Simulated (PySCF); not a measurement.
C3H8O2Si, SMILES C=C[Si](C)(O)O.

Coordinates come from a PBE0-D3(BJ)/def2-SVP optimisation. One conformer was computed; it need not be the lowest.

These are PBE/def2-TZVP (PySCF) values and carry that method's errors.

Gas-phase values at a fixed geometry.

```
Property                                                                                                        Value
---------------------------------------------------------------------------------------------  ----------------------
total energy                                                                                       -558.81732 hartree
highest occupied level                                                                                       -6.73 eV
lowest empty level                                                                                           -1.49 eV
orbital gap                                                                                                   5.23 eV
dipole moment                                                                                                  1.76 D
quadrupole, principal values (traceless, Buckingham form, about the centre of nuclear charge)  -4.44, -0.75, 5.18 D·Å
mean static polarisability                                                                      68.8 bohr³ (10.19 Å³)
polarisability, principal values                                                               58.6, 63.0, 84.7 bohr³
```
